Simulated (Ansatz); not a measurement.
Molecule: germyl acetate, C2H6GeO2 (charge 0, singlet). SMILES: CC(=O)[O][GeH3]
Coordinates optimised at B3LYP-D3(BJ)/def2-TZVP (Ansatz, a program for electronic structure):
```xyz
11

C      2.7758     0.1158    -0.2970
C      1.3697    -0.2465     0.0946
O      1.0723    -1.1549     0.8383
O      0.4528     0.5469    -0.4679
Ge    -1.2907     0.1474    -0.0217
H      2.8817     0.0558    -1.3810
H      3.4795    -0.5567     0.1852
H      2.9831     1.1468    -0.0077
H     -1.6164    -1.2643    -0.5134
H     -1.4686     0.3252     1.4874
H     -2.0315     1.2250    -0.8231
```

Wanted: vertical ionisation energy (to the doublet state of charge +1; each state is the SCF solution reached for its spin), in eV. Cores are frozen in the correlated levels unless marked. Open shells are spin-unrestricted. No spin-orbit coupling. Frozen are the shells of the preceding noble gas and the d and f shells that filled before the atom's block. Non-relativistic. Basis-set limits of correlation are two-point, X^-3; Hartree-Fock from the larger set. [CCSD(T)-MP2]/basis is that difference in the basis named.

```csv
level,program,vertical ionisation energy (eV)
HF/aug-cc-pVDZ,Ansatz,8.99
```

### Question
Estimate the value at RI-MP2/CBS(aug-cc-pVTZ,aug-cc-pVQZ)+[CCSD(T)-MP2]/aug-cc-pVTZ as computed with Ansatz.

### Answer
10.57 eV
